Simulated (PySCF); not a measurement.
# Computed structure and properties of Hg(OH)2

System: Hg(OH)2 (singlet); start: template (C2). Method: PySCF 2.14.0, RKS PBE0, Hg def2-SVP with ECP60, O def2-SVP, H def2-SVP; non-relativistic Hamiltonian with scalar-relativistic core potentials where named; density fitting; no spin-orbit coupling.

Input of the relaxation:

```python
mol = gto.M(atom='''
Hg     0.00000    -0.00000    -0.10722
O      1.65470    -0.00000     0.63328
H      2.61420    -0.09060     0.69238
O     -1.65470     0.00000     0.63328
H     -2.61420     0.09060     0.69238''',
    basis={'Hg': 'def2-SVP', 'O': 'def2-SVP', 'H': 'def2-SVP'},
    ecp={'Hg': 'def2-SVP'},
    charge=0, spin=0)
mf = dft.RKS(mol, xc='PBE0')
mf.grids.atom_grid = (50, 194)
mf = mf.density_fit()  # fitting sets: Hg def2-universal-JKFIT, O def2-universal-JKFIT, H def2-universal-JKFIT
mf.conv_tol = 1e-08; mf.max_cycle = 55
mf.kernel(dm0)  # dm0: converged density of the start geometry
# quasi-Newton relaxation in Cartesian coordinates to a largest gradient under 0.00045 Eh/bohr, steps kept in the point group
```

Run from Python with OMP_NUM_THREADS=2; the lines above give its settings. Where DIIS fails, smearing, a level shift and second-order steps follow.
It took 92 s on 2 threads of Intel(R) Xeon(R) Processor @ 2.50GHz (Skylake/Cascade Lake), with other jobs on the host, from the converged density of the start.

Course of the relaxation:

```json
{"step": "0", "energy above end (eV)": "2.3536", "largest force component within the symmetry (eV/Å)": "4.961"}
{"step": "1", "energy above end (eV)": "1.5054", "largest force component within the symmetry (eV/Å)": "1.125"}
{"step": "2", "energy above end (eV)": "1.1206", "largest force component within the symmetry (eV/Å)": "2.487"}
{"step": "3", "energy above end (eV)": "0.8880", "largest force component within the symmetry (eV/Å)": "2.528"}
{"step": "4", "energy above end (eV)": "0.4364", "largest force component within the symmetry (eV/Å)": "0.747"}
{"step": "5", "energy above end (eV)": "0.3002", "largest force component within the symmetry (eV/Å)": "1.857"}
{"step": "6", "energy above end (eV)": "0.1417", "largest force component within the symmetry (eV/Å)": "0.697"}
{"step": "7", "energy above end (eV)": "0.0510", "largest force component within the symmetry (eV/Å)": "0.233"}
{"step": "12", "energy above end (eV)": "0.0012", "largest force component within the symmetry (eV/Å)": "0.035"}
{"step": "13", "energy above end (eV)": "0.0009", "largest force component within the symmetry (eV/Å)": "0.047"}
{"step": "14", "energy above end (eV)": "0.0005", "largest force component within the symmetry (eV/Å)": "0.068"}
{"step": "15", "energy above end (eV)": "0.0001", "largest force component within the symmetry (eV/Å)": "0.046"}
{"step": "16", "energy above end (eV)": "0.0001", "largest force component within the symmetry (eV/Å)": "0.033"}
{"step": "17", "energy above end (eV)": "0.0000", "largest force component within the symmetry (eV/Å)": "0.021"}
```
(The steps between are left out.)

Relaxed geometry (C2):

```xyz
5

Hg    0.0000    0.0000    0.6931
O     1.9372    0.2962    0.7785
H     2.3799   -0.2829    0.1470
O    -1.9372   -0.2962    0.7785
H    -2.3799    0.2829    0.1470
```

```tsv
contact	Å
Hg1–O2 (OH)	1.962
Hg1–O4 (OH)	1.962
```

On the finer grid (75, 302):

```
HOMO                                                          : -8.02 eV
LUMO                                                          : -0.94 eV
Dipole about the centre of mass                               : 1.99 D
Set of Mulliken populations of Hg1 outside the core potential : s 3.14, p 6.37, d 9.87, f 0.02
D3(BJ) dispersion energy (not in the energies)                : -0.055 eV
```

```csv
atom,Mulliken (e),Löwdin (e),spin (e)
Hg1,0.60,0.43,0.00
O2,-0.49,-0.29,0.00
H3,0.19,0.07,0.00
O4,-0.49,-0.29,0.00
H5,0.19,0.07,0.00
```

On the grid (50, 194), as all that follows. Harmonic modes: a minimum; lowest 148 cm⁻¹ (negative: unstable), highest 3882 cm⁻¹, zero-point energy 0.706 eV.

Taking off one OH (charge -1, singlet; the rest: singlet) in vacuum, both parts rigid, costs 12.34 eV; the small basis without counterpoise inflates it. Most of it is the attraction of opposite charges; other ways to part are cheaper, and one spin state was tried for the rest.

Rigid scan of OH along the line from its metal:

| distance to O2 (Å) | energy (eV) |
| --- | --- |
| 1.66 | 1.743 |
| 1.76 | 0.640 |
| 1.86 | 0.134 |
| 1.96 | 0.000 |
| 2.06 | 0.094 |
| 2.16 | 0.321 |
| 2.36 | 0.959 |
| 2.66 | 1.978 |
| 3.06 | 3.089 |
| 3.56 | 4.027 |

One start shape was tried, so this needn't be the lowest isomer.
